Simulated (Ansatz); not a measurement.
Frontier orbitals of C₆H₁₇InSe (`C[CH2][In-]([SeH2+])([CH2]C)[CH2]C`).

```json
{"atom": "C1", "x (Å)": "-0.0367", "y (Å)": "-2.7394", "z (Å)": "0.7017"}
{"atom": "C2", "x (Å)": "-0.2154", "y (Å)": "-1.8685", "z (Å)": "-0.5340"}
{"atom": "In3", "x (Å)": "-0.1659", "y (Å)": "0.2840", "z (Å)": "-0.1332"}
{"atom": "Se4", "x (Å)": "-2.9264", "y (Å)": "0.2685", "z (Å)": "1.1399"}
{"atom": "C5", "x (Å)": "-0.5674", "y (Å)": "1.6851", "z (Å)": "-1.7606"}
{"atom": "C6", "x (Å)": "-0.3249", "y (Å)": "1.1055", "z (Å)": "-3.1493"}
{"atom": "C7", "x (Å)": "0.8002", "y (Å)": "0.9257", "z (Å)": "1.7235"}
{"atom": "C8", "x (Å)": "2.3221", "y (Å)": "0.9557", "z (Å)": "1.6217"}
{"atom": "H9", "x (Å)": "-0.8156", "y (Å)": "-2.5583", "z (Å)": "1.4508"}
{"atom": "H10", "x (Å)": "-0.0676", "y (Å)": "-3.8108", "z (Å)": "0.4711"}
{"atom": "H11", "x (Å)": "0.9178", "y (Å)": "-2.5448", "z (Å)": "1.1990"}
{"atom": "H12", "x (Å)": "0.5750", "y (Å)": "-2.0791", "z (Å)": "-1.2625"}
{"atom": "H13", "x (Å)": "-1.1540", "y (Å)": "-2.1061", "z (Å)": "-1.0454"}
{"atom": "H14", "x (Å)": "-2.6400", "y (Å)": "-1.0137", "z (Å)": "1.7955"}
{"atom": "H15", "x (Å)": "-2.4697", "y (Å)": "1.0126", "z (Å)": "2.3205"}
{"atom": "H16", "x (Å)": "-1.6078", "y (Å)": "2.0132", "z (Å)": "-1.6640"}
{"atom": "H17", "x (Å)": "0.0444", "y (Å)": "2.5782", "z (Å)": "-1.6028"}
{"atom": "H18", "x (Å)": "-0.9333", "y (Å)": "0.2146", "z (Å)": "-3.3296"}
{"atom": "H19", "x (Å)": "-0.5582", "y (Å)": "1.8218", "z (Å)": "-3.9458"}
{"atom": "H20", "x (Å)": "0.7182", "y (Å)": "0.8062", "z (Å)": "-3.2881"}
{"atom": "H21", "x (Å)": "0.4909", "y (Å)": "0.2436", "z (Å)": "2.5222"}
{"atom": "H22", "x (Å)": "0.4204", "y (Å)": "1.9166", "z (Å)": "1.9920"}
{"atom": "H23", "x (Å)": "2.7322", "y (Å)": "-0.0287", "z (Å)": "1.3756"}
{"atom": "H24", "x (Å)": "2.7974", "y (Å)": "1.2721", "z (Å)": "2.5575"}
{"atom": "H25", "x (Å)": "2.6643", "y (Å)": "1.6458", "z (Å)": "0.8442"}
```

The species carries charge 0 and has multiplicity 1. Correlated methods include outer-core shells of In, Se, which these sets cover unevenly. Scalar relativity is left out up to krypton. In takes the def2 core potential. Geometry: relaxed with PBE0-D4/def2-TZVP. It is one conformer, not always the lowest. Basis def2-TZVPP, Ansatz 0.2.0.

```json
{"functional": "PBE", "HOMO (eV)": "-5.04", "LUMO (eV)": "-1.55", "gap (eV)": "3.49"}
{"functional": "r2SCAN", "HOMO (eV)": "-5.23", "LUMO (eV)": "-1.32", "gap (eV)": "3.91"}
{"functional": "B97M-V", "HOMO (eV)": "-5.29", "LUMO (eV)": "-1.42", "gap (eV)": "3.87"}
{"functional": "PBE0", "HOMO (eV)": "-6.15", "LUMO (eV)": "-0.64", "gap (eV)": "5.51"}
{"functional": "r2SCANh", "HOMO (eV)": "-5.65", "LUMO (eV)": "-0.99", "gap (eV)": "4.66"}
{"functional": "BHLYP", "HOMO (eV)": "-7.17", "LUMO (eV)": "0.24", "gap (eV)": "7.41"}
{"functional": "ωB97X-V", "HOMO (eV)": "-8.42", "LUMO (eV)": "1.42", "gap (eV)": "9.84"}
{"functional": "ωB97M-V", "HOMO (eV)": "-8.32", "LUMO (eV)": "1.06", "gap (eV)": "9.38"}
{"functional": "HF", "HOMO (eV)": "-8.75", "LUMO (eV)": "2.16", "gap (eV)": "10.91"}
```

Against PBE, PBE0 changes HOMO and LUMO by −1.11 and +0.90 eV, ωB97M-V by −3.29 and +2.61 eV. A gap of 3.49 eV thus becomes 9.39 eV for the same molecule, so an orbital gap means little without its functional. A positive LUMO is unbound and depends on the basis.
